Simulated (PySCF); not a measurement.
C₂H₄ClFSi₂, SMILES [SiH2]([Si@@H](Cl)F)C#C.

The structure is a stationary point at B3LYP-D3(BJ)/def2-SVP. The structure was generated by enumeration; whether it is a known compound was not checked. The values are those of a single conformer.

Vertical ionisation energy (IE) and electron affinity (EA) in eV. Rows of orbital energies are one-electron estimates. Where ΔSCF, EOM or ADC give a negative EA the extra electron is unbound and the value depends on the basis.

```tsv
level	IE	EA
−ε(HOMO), −ε(LUMO), B3LYP/def2-TZVP (PySCF)	7.85	1.03
−ε(HOMO), −ε(LUMO), PBE/def2-TZVP (PySCF)	[?]	[?]
```

**Question.** Complete the blanks. (Estimate from the structure and the level; the computed values follow.)

**Answer.** 
- −ε(HOMO), −ε(LUMO), PBE/def2-TZVP (PySCF), IE: 6.89
- −ε(HOMO), −ε(LUMO), PBE/def2-TZVP (PySCF), EA: 1.74
